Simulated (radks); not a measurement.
Task: Numerical settings for the platinum ion Pt16+, [Kr] 4d10 4f14 5s2. Calculated with a radial shooting solver on a logarithmic mesh with Libxc functionals: scalar-relativistic Kohn-Sham, PBE, spin-polarised, spherical densities, point nucleus. The defaults (mesh step 0.008 in ln r, mesh end at 40 bohr or more with all orbitals vanishing there, Anderson mixing 0.5 over 9 steps, residual threshold near 1e-9 with the energy settled to 1e-9 hartree or 1e-11 of itself, here a cap of 72 iterations) give E = -18325.460 hartree and 4f at -397.88 eV in 14 iterations. Run on one thread of a shared host, so times are rough (Arm Neoverse V2): 0.24 s of CPU time, 0.24 s wall, 14 iterations on 2476 mesh points. One setting is changed at a time: mesh step in ln r 0.012; mesh step in ln r 0.02; mesh step in ln r 0.2; mesh end (bohr) 5; mesh end (bohr) 12; residual threshold 1e-13; residual threshold 1e-05; mixing 2.5; linear mixing, mixing 0.05; linear mixing, mixing 0.2; mixing history 20; iteration cap 3. Which runs fail to converge, and which converge to a wrong energy?

Result: Not converged within the cap: mesh step in ln r 0.2; linear mixing, mixing 0.05; linear mixing, mixing 0.2; iteration cap 3. No run marked as converged misses the energy by more than 1 mhartree.
